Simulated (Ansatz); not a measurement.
Consider the germylene formation by 1,1-elimination: `[F][GeH]([Cl])[GeH3]` → `[F][Ge][Cl]` + GeH₄.

Computed with Ansatz on PBE0-D4/def2-TZVP structures; ΔE is electronic, products minus reactants. CBS: MP2 limit from def2 TZ/QZ plus the TZ coupled-cluster correction, frozen cores. Functionals use def2-TZVPP. For Ge outer-core shells are correlated without core-valence functions, which leaves a few kJ/mol of doubt a bond. Scalar relativity is left out up to krypton.

CCSD(T)/CBS gives +0.72 eV.

Question: Another level gave +0.60 eV. Which?
A. r2SCAN/def2-TZVPP
B. B97M-V/def2-TZVPP
C. r2SCANh-D4/def2-TZVPP
D. B2PLYP/def2-TZVPP

Answer: D. B2PLYP 0.60, r2SCAN 0.78, r2SCANh-D4 0.84, B97M-V 0.71 eV.

Largest T1 diagnostic among the species: 0.014.

The D4 term adds +0.13 eV with B3LYP and +0.07 eV with PBE0; it sums over pairs of atoms, weighted by their polarisabilities, and B3LYP, whose exchange is more repulsive, gets the larger term. In def2-TZVPP, CCSD(T) changes the Hartree–Fock value by +0.20 eV (the triples alone add +0.01 eV) and MP2 by +0.29 eV.

B3LYP here is the variant with VWN-RPA as its local correlation; programs differ in this.
